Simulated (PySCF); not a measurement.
Record of a relaxation.

C2H8P2Te.
Numbering: `[CH3:1][P@H:2](=[Te:3])[CH2:4][PH2:5]` (hydrogens: H6, H7, H8 on C1; H9 on P2; H10, H11 on C4; H12, H13 on P5)

Method: PBE0-D3(BJ)/def2-SVP geometry optimisation, gas phase, def2 core potentials past Kr in PySCF; density fitting, grid level 1; the optimiser is geomeTRIC in internal coordinates, started from a GFN2-xTB structure with every atom displaced at random (about 0.01 Å). The frame can shift and turn from step to step; on so coarse a grid that alone can change the energy by a few meV, and forces under 0.02 eV/Å are noise.

Step 0: E = -28059.0346 eV, largest atomic force 2.038 eV/Å
```
atom  x, y, z in Å  |  force x, y, z in eV/Å
C1      1.975    0.007   -0.375   -0.539   1.959   0.160
P2      0.365    0.392    0.451    0.952  -0.416  -1.357
Te3     0.319    0.144    2.725    0.004  -0.057   0.857
C4     -0.806   -0.586   -0.525   -1.255  -0.196   0.984
P5     -2.604   -0.250   -0.054    0.138  -0.371  -0.395
H6      2.223   -0.993   -0.146    0.498  -1.567   0.356
H7      1.911    0.164   -1.459   -0.120  -0.043  -0.108
H8      2.730    0.697    0.036    0.031  -0.204   0.003
H9      0.103    1.662   -0.084   -0.123   0.541   0.008
H10    -0.721   -0.401   -1.584    0.329   0.181  -0.799
H11    -0.644   -1.652   -0.326    0.170  -0.138  -0.034
H12    -2.371   -0.355    1.334   -0.043  -0.126   0.415
H13    -2.474    1.155   -0.004   -0.041   0.437  -0.090
```

Step 1: E = -28059.1758 eV, largest atomic force 0.637 eV/Å
```
atom  x, y, z in Å  |  force x, y, z in eV/Å
C1      1.991    0.341   -0.197   -0.017  -0.633   0.073
P2      0.411    0.720    0.631   -0.215   0.279  -0.279
Te3     0.396    0.461    2.944    0.035  -0.030   0.227
C4     -0.872   -0.231   -0.280    0.158   0.066  -0.231
P5     -2.654    0.051    0.187    0.112   0.127   0.112
H6      2.243   -0.720    0.032   -0.082   0.430  -0.109
H7      1.912    0.482   -1.285    0.010   0.026  -0.009
H8      2.781    0.976    0.218    0.047   0.096   0.041
H9      0.134    2.044    0.161    0.050  -0.139   0.090
H10    -0.749   -0.022   -1.363   -0.037  -0.059   0.175
H11    -0.645   -1.296   -0.119   -0.019  -0.075  -0.011
H12    -2.444   -0.038    1.602   -0.021  -0.006  -0.059
H13    -2.597    1.485    0.188   -0.022  -0.082  -0.019
```

Step 2: E = -28059.1864 eV, largest atomic force 0.136 eV/Å
```
atom  x, y, z in Å  |  force x, y, z in eV/Å
C1      1.979    0.336   -0.198    0.039  -0.122   0.047
P2      0.403    0.724    0.632   -0.058   0.011  -0.043
Te3     0.403    0.456    2.960    0.013   0.001  -0.014
C4     -0.865   -0.235   -0.285    0.056   0.004  -0.030
P5     -2.641    0.054    0.188   -0.029   0.013   0.033
H6      2.231   -0.713    0.024   -0.015   0.074  -0.014
H7      1.901    0.483   -1.285    0.004   0.025   0.002
H8      2.768    0.976    0.221    0.000   0.013  -0.017
H9      0.133    2.045    0.172   -0.001  -0.016   0.030
H10    -0.746   -0.031   -1.363   -0.001  -0.005   0.020
H11    -0.641   -1.302   -0.122   -0.008   0.009   0.005
H12    -2.431   -0.027    1.600   -0.001  -0.001  -0.006
H13    -2.589    1.484    0.177    0.001  -0.005  -0.012
```

Step 3: E = -28059.1870 eV, largest atomic force 0.024 eV/Å
```
atom  x, y, z in Å  |  force x, y, z in eV/Å
C1      1.980    0.336   -0.197    0.006   0.000   0.011
P2      0.401    0.721    0.631   -0.007  -0.018  -0.014
Te3     0.408    0.448    2.958    0.005  -0.002  -0.001
C4     -0.865   -0.237   -0.286    0.015   0.001   0.003
P5     -2.643    0.056    0.190   -0.011  -0.004   0.004
H6      2.235   -0.711    0.021    0.000  -0.012   0.004
H7      1.904    0.489   -1.284    0.003   0.011  -0.002
H8      2.767    0.979    0.223   -0.006   0.005  -0.007
H9      0.130    2.043    0.178   -0.004   0.008   0.007
H10    -0.748   -0.035   -1.364    0.002   0.002  -0.007
H11    -0.644   -1.304   -0.121   -0.005   0.003   0.005
H12    -2.430   -0.018    1.602    0.003   0.003   0.002
H13    -2.589    1.485    0.169    0.001   0.004  -0.005
```

Step 4: E = -28059.1872 eV, largest atomic force 0.032 eV/Å
```
atom  x, y, z in Å  |  force x, y, z in eV/Å
C1      1.981    0.338   -0.196   -0.007   0.030  -0.008
P2      0.400    0.717    0.631    0.011  -0.011   0.002
Te3     0.412    0.437    2.957   -0.001  -0.004   0.001
C4     -0.866   -0.240   -0.286   -0.005   0.000   0.004
P5     -2.643    0.058    0.191    0.001  -0.006  -0.003
H6      2.238   -0.709    0.018    0.004  -0.022   0.004
H7      1.905    0.496   -1.283    0.001  -0.001   0.000
H8      2.764    0.982    0.225   -0.002  -0.001   0.002
H9      0.127    2.040    0.185   -0.004   0.007   0.000
H10    -0.750   -0.040   -1.364    0.004   0.002  -0.007
H11    -0.647   -1.307   -0.119   -0.004  -0.001   0.002
H12    -2.427   -0.007    1.603    0.001   0.004   0.004
H13    -2.588    1.487    0.159    0.000   0.003  -0.002
```

Step 5: E = -28059.1873 eV, largest atomic force 0.035 eV/Å
```
atom  x, y, z in Å  |  force x, y, z in eV/Å
C1      1.981    0.340   -0.197   -0.010   0.029  -0.015
P2      0.400    0.711    0.632    0.016   0.000   0.012
Te3     0.416    0.421    2.958   -0.003  -0.004   0.001
C4     -0.867   -0.243   -0.285   -0.015  -0.001   0.003
P5     -2.644    0.060    0.191    0.008  -0.003  -0.004
H6      2.242   -0.706    0.013    0.004  -0.012   0.001
H7      1.906    0.506   -1.282   -0.001  -0.007   0.001
H8      2.761    0.987    0.228    0.002  -0.005   0.007
H9      0.123    2.037    0.194   -0.002   0.002  -0.003
H10    -0.749   -0.046   -1.364    0.004   0.000  -0.002
H11    -0.651   -1.311   -0.115   -0.002  -0.002  -0.001
H12    -2.426    0.008    1.604    0.000   0.002   0.001
H13    -2.586    1.489    0.145   -0.001   0.001  -0.001
```

Step 6: E = -28059.1874 eV, largest atomic force under 0.02 eV/Å
```
atom  x, y, z in Å  |  force x, y, z in eV/Å
C1      1.981    0.344   -0.197   -0.006   0.015  -0.011
P2      0.400    0.706    0.636    0.012   0.007   0.012
Te3     0.419    0.403    2.959   -0.003  -0.004   0.000
C4     -0.867   -0.247   -0.284   -0.012  -0.001   0.000
P5     -2.644    0.062    0.189    0.008   0.001  -0.003
H6      2.245   -0.704    0.006    0.002   0.001  -0.001
H7      1.905    0.515   -1.282   -0.002  -0.007   0.001
H8      2.760    0.990    0.231    0.003  -0.006   0.006
H9      0.119    2.033    0.204   -0.001  -0.002  -0.002
H10    -0.747   -0.051   -1.363    0.003  -0.001   0.001
H11    -0.654   -1.314   -0.111    0.000  -0.001  -0.002
H12    -2.426    0.023    1.602   -0.002   0.000  -0.001
H13    -2.585    1.490    0.129   -0.001  -0.001   0.000
```

**Question.** Summarise the path.

**Answer.** The energy falls by 14.74 kJ/mol from step 0 to step 6; nine tenths of that is first reached at step 1. It falls at every step. The largest force goes from 2.038 to under 0.02 eV/Å. Among the bonds P2=Te3 changes most, from 2.287 to 2.343 Å; the atoms move by 0.068 Å rms after alignment.

What follows is the cost of the whole optimisation. Hardware: an Arm Neoverse V2 with one thread, on a shared host. Cost: 58 s, 0.57 GiB resident at most.
